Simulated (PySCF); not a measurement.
A run for PySCF: U-HF/LANL2DZ on BrHPb (SMILES [Br][PbH]), a point of a bond scan (R = 5.954 Å).

```python
from pyscf import gto, scf, dft, mp
from pyscf.data.elements import chemcore

mol = gto.M(
    atom='''
    Pb   -0.44367559   -0.36613799    0.53135789
    H    -4.27503581   -2.28223092   -3.60427565
    Br    1.08635354    0.88537806   -1.22315198
    ''',
    basis='lanl2dz',
    ecp={'Br': 'lanl2dz', 'Pb': 'lanl2dz'},
    charge=0, spin=0, verbose=3, max_memory=1800)
mf = scf.UHF(mol)
mf.conv_tol = 1e-8
mf.max_cycle = 100
mf.init_guess_breaksym = True
mf.kernel()
if not mf.converged:
    mf = mf.newton().run(mf.mo_coeff, mf.mo_occ)
for _ in range(4):
    mo, _, stable, _ = mf.stability(return_status=True)
    if stable:
        break
    mf.kernel(mf.make_rdm1(mo, mf.mo_occ))
```

Program output:

```
converged SCF energy = -16.6514688236847  <S^2> = 0.92727458  2S+1 = 2.1700457
<class 'pyscf.scf.uhf.UHF'> wavefunction has an internal instability
converged SCF energy = -16.8224898879655  <S^2> = 1.0022024  2S+1 = 2.238037
<class 'pyscf.scf.uhf.UHF'> wavefunction is stable in the internal stability analysis
```

The calculation finished and met its thresholds. Its determinant has ⟨S²⟩ = 1.00, a mixture of spin states.

Cost: roughly 0.6 core-seconds.
